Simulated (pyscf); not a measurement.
This saddle point was located with ωB97X-D3(BJ)/def2-SVP in PySCF.

```
Si
O 1 1.6382
H 2 0.9641 1 117.97
O 1 1.6862 2 117.80 3 -45.11
H 4 1.2223 1 81.32 2 114.09
O 5 1.2230 4 119.70 1 1.54
H 1 1.4667 2 106.36 3 -179.99
```
Charge 0, spin multiplicity 2.

Surface: doublet, charge 0. Lowest wavenumbers (cm⁻¹): 2068i, 209, 333, 394, 623.

**Question.** What reaction is this the transition state of?

**Answer.** •O–SiH(OH)–OH (SMILES [O][SiH](O)O) ⇌ •O–SiH(OH)–OH (SMILES [O][SiH](O)O), a hydrogen shift read from left to right: H–O broken and H–O formed. At ωB97M-D3(BJ)/def2-TZVP it lies +119.0 kJ/mol from the left side and +119.0 kJ/mol from the right (each side as separated species at their lowest minima found). The same reactants have a lower exit, to HO–Si•(OH)–OH (barrier +67.3 kJ/mol at ωB97M-D3(BJ)/def2-TZVP, against +119.0 kJ/mol here). •O–SiH(OH)–OH lies 92.7 kJ/mol over its isomer HO–Si•(OH)–OH (electronic energy, ωB97M-D3(BJ)/def2-TZVP). One saddle was located; it need not be the lowest between these sides.
